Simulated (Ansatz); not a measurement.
Born–Oppenheimer molecular dynamics of F$_{3}$H$_{4}$OPTi (10 atoms, charge 0, multiplicity 1). It starts at the highest image of a converged band. Of that band: Beside the main top the profile has a ripple of under 15 meV (maxima at images 2, 5), which may be a very shallow well or noise. Neighbouring images differ by up to 1.4 eV, so the band resolves the path poorly. A vibrational analysis at the climbing image gives one clearly imaginary mode, 1292i cm⁻¹: a first-order saddle point.

The calculation used Ansatz 0.2.0, RKS B3LYP-D4/def2-SVP.

| Quantity | Value |
| --- | --- |
| ensemble | NVE (velocity Verlet) |
| time step | 0.5 fs |
| steps asked | 200 |
| starting velocities drawn for | 100 K |
| seed | 7190 |

First frame:

```xyz
10
Properties=species:S:1:pos:R:3
Ti 0.026 -0.346 0.019
O -0.261 -0.356 1.968
H -0.382 0.441 2.509
F 1.492 0.092 -0.810
F -0.816 1.188 0.013
F -0.962 -1.434 -0.905
P 1.546 -2.474 1.295
H 0.724 -3.136 0.339
H 2.481 -1.942 0.365
H 0.600 -1.190 1.981
```

Problem. How far do the bonds stretch over the last three quarters of this one trajectory? (Pairs bonded in most of those frames.)

Solution. 
```csv
bond,mean (Å),spread (Å),shortest,longest
Ti1–O2,1.785,0.041,1.72,1.90
Ti1–F4,1.766,0.027,1.72,1.81
Ti1–F5,1.742,0.017,1.72,1.78
Ti1–F6,1.753,0.008,1.73,1.76
O2–H3,0.968,0.006,0.96,0.98
P7–H8,1.435,0.015,1.41,1.47
P7–H9,1.428,0.008,1.41,1.45
P7–H10,1.466,0.111,1.29,1.61
```

Pairs bonded in part of these frames only: Ti1–H3 24 %, Ti1–P7 37 %, Ti1–H8 25 %, Ti1–H10 9 %.

Mean temperature of the second half: 1205 K. The conserved energy stayed within 0.22 meV per atom of its start (net change 0.064 meV per atom), so the integration is sound. The kinetic energy rose, since the run started high on the potential surface and went downhill. It ends in pieces (F3HOTi + H3P), so much of that is their flight and rotation, not heat. A run of 0.1 ps of so small a system gives no equilibrium averages. The orbitals stay closed-shell, which can raise the energy where a bond breaks towards radicals; this wasn't checked here.

The run took 10 min on 4 threads of Arm Neoverse V1 (shared host), peak memory 0.36 GiB.
